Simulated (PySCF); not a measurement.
## IrO(OH)₂: from structure and modes to constants

These are results of UPBE in PySCF with Ir def2-SVP with ECP60, O def2-SVP, H def2-SVP; scalar-relativistic core potentials, no spin–orbit coupling; density-fitted integrals, not measurements.

The doublet minimum has Cs symmetry. Masses (u): Ir 192.96292, O 15.99492, H 1.00782.

```xyz
6
charge 0 multiplicity 2, angstrom
Ir   -0.0036   -0.0198    0.0000
O     0.0001   -1.7305    0.0000
O    -0.0306    0.9186   -1.6247
O    -0.0306    0.9186    1.6247
H     0.8897    1.0489   -1.9504
H     0.8897    1.0489    1.9504
```

Harmonic wavenumbers (cm⁻¹): 184.4 (a', ×1), 206.8 (a'', ×1), 223.5 (a', ×1), 556.3 (a'', ×1), 618.5 (a', ×1), 687.9 (a'', ×1), 691.2 (a', ×1), 901.1 (a'', ×1), 919.4 (a', ×1), 948.0 (a', ×1), 3571.0 (a'', ×1), 3573.1 (a', ×1).

Find the principal moments of inertia and the rotational constants. What kind of rotor is it?

About the centre of mass I = 78.814, 93.729, 169.31 u Å². With B = 16.8576/I this gives 0.2139, 0.1799, 0.09956 cm⁻¹. The molecule is an asymmetric top with κ = 0.40.

What is the harmonic zero-point energy?

Half the sum of all 12 wavenumbers, 13081/2 = 6541 cm⁻¹, which is 78.2 kJ/mol (1 cm⁻¹ = 0.0119627 kJ/mol).

Find the vibrational entropy and heat capacity at 298.15 K.

With u = 1.43878 ω/T, each mode gives S = R[u/(eᵘ−1) − ln(1−e⁻ᵘ)] and C = R u² eᵘ/(eᵘ−1)².
| ω (cm⁻¹) | u | S (J/(mol K)) | C (J/(mol K)) |
| --- | --- | --- | --- |
| 184.4 | 0.890 | 9.55 | 7.79 |
| 206.8 | 0.998 | 8.67 | 7.66 |
| 223.5 | 1.078 | 8.08 | 7.55 |
| 556.3 | 2.685 | 2.22 | 4.71 |
| 618.5 | 2.985 | 1.75 | 4.15 |
| 687.9 | 3.320 | 1.34 | 3.57 |
| 691.2 | 3.336 | 1.32 | 3.54 |
| 901.1 | 4.349 | 0.58 | 2.09 |
| 919.4 | 4.437 | 0.54 | 1.98 |
| 948.0 | 4.575 | 0.48 | 1.83 |
| 3571.0 | 17.233 | 0.00 | 0.00 |
| 3573.1 | 17.243 | 0.00 | 0.00 |
The sums over all modes are S = 34.5 and C = 44.9 J/(mol K); the softest mode gives 28 % of the entropy.

Give the standard entropy (298.15 K, 1 bar) by its translational, rotational, vibrational and spin parts, and Cp.

Sackur–Tetrode with M = 242.96 u gives 177.4; rotation with symmetry number 1 gives 106.9; vibration 34.5; spin R ln 2 = 5.8. The total is 324.6 J/(mol K), and Cp = 4 R + 44.9 = 78.1 J/(mol K).

Only a few start shapes were tried, so a lower isomer may exist. With open d or f shells other occupations or spin states may lie lower. Spin–orbit coupling, left out here, can matter for elements this heavy.
